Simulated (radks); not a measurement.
Spherical quantum dot in the effective-mass picture: electrons in a parabolic well V = omega^2 r^2 / 2 with omega = 0.412, all in effective atomic units (hartree* = m*/eps^2 hartree, bohr* = eps/m* bohr), one dielectric constant everywhere. Method: non-relativistic Kohn-Sham, r2SCAN, spin-polarised, spherical densities, generalised Kohn-Sham scheme; computed with a radial shooting solver with Libxc functionals. Levels are named by radial order and angular momentum (1s, 1p, 1d, 2s, ...), and open shells are averaged over m.

N = 6, configuration 1s2 1p(up 3, down 1). This is the lowest configuration that the search found. Occupied levels:

level    occupation  eigenvalue (hartree*)  <r> (bohr*)
1s up             1                 2.4514        2.351
1s down           1                 2.4922        2.281
1p up             3                 2.6991        2.858
1p down           1                 2.7636        2.867

Energy (hartree*): total 10.3164, kinetic 1.7948, external 4.0711, Hartree 6.0217, exchange-correlation -1.5712.

Electron density:

r (bohr*)  n(r) (e/bohr*^3)
0.255               0.03513
0.539               0.03676
0.824               0.03911
1.11                0.04146
1.39                0.04303
1.68                0.04317
1.96                0.04138
2.25                0.03754
2.53                0.03204
2.81                0.02558
3.10                0.01904
3.38                0.01317
3.67               0.008434
3.95               0.005001
4.23               0.002740
4.52               0.001386
4.80              0.0006488
5.09              0.0002801
5.37              0.0001123
5.66             0.00004186
